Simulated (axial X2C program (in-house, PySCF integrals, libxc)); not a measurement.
## Bond lengths and stretching modes, held linear, of TaCO

Computed with an axial X2C code built on PySCF integrals: two-component X2C with atomic mean-field Coulomb and Gaunt terms, Gaussian nuclei, basis Ta dyall-v3z, C dyall-v3z, O dyall-av3z with contracted cores. Spin-free rows use the one-electron spin-free X2C Hamiltonian.

Masses Ta 180.948, C 12.000, O 15.995 u. States: 2c Ω = 5/2 (beyond evenly filled blocks: ω = 5/2); spin-free M_S = 5/2, Λ = 0 (beyond evenly filled blocks: σα, π+α, π-α, δ+α, δ-α).

PBE0, spin-free: energies above the lowest point

| r(Ta–C) (Å) | r(C–O) (Å) | E (meV) |
| --- | --- | --- |
| 1.9636 | 1.1281 | 80.78 |
| 1.9636 | 1.1570 | 31.30 |
| 1.9636 | 1.1859 | 65.73 |
| 2.0140 | 1.1281 | 40.76 |
| 2.0140 | 1.1570 | 0.00 |
| 2.0140 | 1.1859 | 42.82 |
| 2.0140 | 1.2148 | 153.65 |
| 2.0643 | 1.1281 | 48.25 |
| 2.0643 | 1.1570 | 15.67 |
| 2.0643 | 1.1859 | 66.38 |
| 2.1147 | 1.1570 | 67.70 |
| 2.1147 | 1.2148 | 251.40 |

Question: Fit a quadratic surface with cubic terms in each bond: where is the minimum, and what are the two stretching wavenumbers?

Answer: At PBE0, spin-free: bonds 2.021 and 1.155 Å; harmonic stretches 444.1 and 1996.0 cm⁻¹; force constants 2.86, 16.1 and coupling 0.87 mdyn/Å.

The other levels and Hamiltonians give:

| Hamiltonian | level | r(Ta–C) (Å) | r(C–O) (Å) | lower stretch (cm⁻¹) | upper stretch (cm⁻¹) |
| --- | --- | --- | --- | --- | --- |
| 2c | PBE0 | 2.017 | 1.156 | 443.3 | 1994.2 |
| 2c | HF | 2.124 | 1.118 | 298.2 | 2125.6 |
| 2c | BHandHLYP | 2.031 | 1.143 | 426.8 | 2029.7 |
| 2c | MP2 | 2.025 | 1.164 | 446.0 | 1974.1 |
| spin-free | HF | 2.128 | 1.118 | 296.2 | 2127.1 |
| spin-free | BHandHLYP | 2.036 | 1.142 | 428.2 | 2033.2 |
| spin-free | MP2 | 2.027 | 1.164 | 446.7 | 1975.2 |

Each state is one determinant, the lowest of a limited PBE0 search; the stretches come from a fit to these few points and carry an uncertainty of a few per cent. Other orders of the atoms were not compared. The levels spread by more than a fifth, so the stretches depend strongly on the method. MP2 freezes inner shells (threshold -2 hartree). The molecule was held linear; bending was not examined, so a bent shape may lie lower. Note: several unpaired electrons, one determinant need not be a pure state.
